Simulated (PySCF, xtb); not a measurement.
AgI, SMILES [Ag][I], multiplicity 1.

Harmonic wavenumbers (cm⁻¹) from xtb with GFN2-xTB at its own minimum, in rising order: 228.

Task: What does PBE0-D3(BJ)/def2-TZVP (PySCF 2.14.0) give at its own minimum? (An estimate is asked for; the answer gives what the named calculation found.)

Result: 200. Paired by order, the mean absolute difference is 28 cm⁻¹ and the zero-point energies are 0.3 and 0.3 kcal/mol.
